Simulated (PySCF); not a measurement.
Geometry:
```csv
atom,x (Å),y (Å),z (Å)
Ti1,0.000,0.000,0.000
H2,0.011,-0.017,1.685
H3,1.585,0.010,-0.572
H4,-0.802,1.379,-0.542
H5,-0.794,-1.372,-0.571
```

Geometry: PBE0-D3(BJ)/def2-SVP; GIAO absolute shieldings from PySCF, gas phase, non-relativistic, averaged over equivalent atoms.

At PBE0/pcSseg-1 (pcSseg-2 on Ti) (93 basis functions, 3.7 s wall time on 1 thread of an Arm Neoverse V1, shared host):
```json
{"atoms": "Ti1", "σ (ppm)": "-2724.8"}
{"atoms": "H2/H3/H4/H5", "σ (ppm)": "19.60"}
```

Q: Estimate the result of repeating the calculation with PBE/pcSseg-1 (pcSseg-2 on Ti).

A: 
```json
{"atoms": "Ti1", "σ at PBE/pcSseg-1 (pcSseg-2 on Ti)": "-2859.3", "change": "-134.5"}
{"atoms": "H2/H3/H4/H5", "σ at PBE/pcSseg-1 (pcSseg-2 on Ti)": "19.16", "change": "-0.44"}
```

The largest change is at Ti1 (Ti bonded to 4 H). Cost: 93 basis functions, 3.7 s wall time on 1 thread of an Arm Neoverse V1, shared host.
